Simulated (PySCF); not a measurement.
Dipole moment and polarisability of germanium monosulfide

Species: germanium monosulfide, GeS.
Structure used (PBE0-D3(BJ)/def2-TZVP), in Å, numbered top down from 1:
```
atom  x, y, z in Å
S1     1.0157   -0.0287    0.0020
Ge2   -0.9982   -0.0001   -0.0141
```

Level: CAM-B3LYP/aug-cc-pVTZ (PySCF), static field, nuclei fixed, core orbitals frozen in the response. The polarisability tensor in these axes (au):

```
x   71.80 -0.42  0.24
y   -0.42 42.06  0.00
z    0.24  0.00 42.06
```

Problem. Give the principal values, the mean and the anisotropy Δα = √{½[(α1 − α2)² + (α2 − α3)² + (α1 − α3)²]}.

Solution. Principal values 42.05, 42.05 and 71.81 au; mean 51.97 au = 7.70 Å³ = 8.57 × 10⁻⁴⁰ C²·m²/J; Δα = 29.75 au (57 % of the mean).

Problem. What is the dipole moment, and where does it point?

Solution. (-2.37, 0.03, -0.02) D, 2.37 D in size, pointing from the negative to the positive side. Measured along this direction, the outermost atoms are S1 at the negative end and Ge2 at the positive end.

Problem. In a dilute gas of rigid molecules at 500 K, how does the orientational term μ²/3kT compare with the electronic polarisability?

Solution. In Gaussian units μ²/3kT = 27.14 Å³ against 7.70 Å³, a ratio of 3.52; the Debye molar polarisation (4π/3)N_A(α + μ²/3kT) is 87.9 cm³/mol, leaving out the vibrational part.

Problem. Refractivity n − 1 of an ideal gas of it at 298.15 K and 1 atm, from the electronic α?

Solution. N = p/kT = 2.4615 × 10¹⁹ cm⁻³, so n − 1 = 2π × N × 7.70 × 10⁻²⁴ cm³ = 1191 × 10⁻⁶ at long wavelengths, for an ideal gas.

Problem. Find the Langevin capture rate constant for NO+ (29.998 u) meeting this molecule (105.893 u), k = 2.342 × 10⁻⁹ cm³/s × √(α in Å³ / reduced mass in u).

Solution. The reduced mass is 23.38 u, so k = 1.34 × 10⁻⁹ cm³/s. The formula leaves out the permanent dipole, which adds to the capture rate.

Isolated species at its PBE0-D3(BJ)/def2-TZVP geometry, gas phase. The calculation is non-relativistic, for germanium too.
